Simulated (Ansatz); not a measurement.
Calculated with Ansatz (gas phase, PBE0-D4/def2-TZVP geometries, no zero-point term in ΔE). CCSD(T)/CBS adds triple-zeta CCSD(T) − MP2 to the extrapolated MP2 energy (def2 sets, frozen cores). One conformer a species, not always the lowest.

Consider the redistribution: `N[SiH]([SiH3])BF` + `CC[SiH3]` → `CC[SiH](N)[SiH3]` + `FB[SiH3]`.

```csv
level,ΔE (kJ/mol)
SCS-MP2/def2-TZVPP,-2.1
HF/def2-QZVPP,-0.4
MP2/def2-QZVPP,-1.9
HF/CBS(def2),-0.3
```

Q: What does CCSD(T)/CBS give? (An estimate is asked.)

A: Computed: -2.1 kJ/mol. The listed levels differ from it by 0.0, 1.7, 0.2, 1.8 kJ/mol.

Largest T1 diagnostic among the species: 0.014.
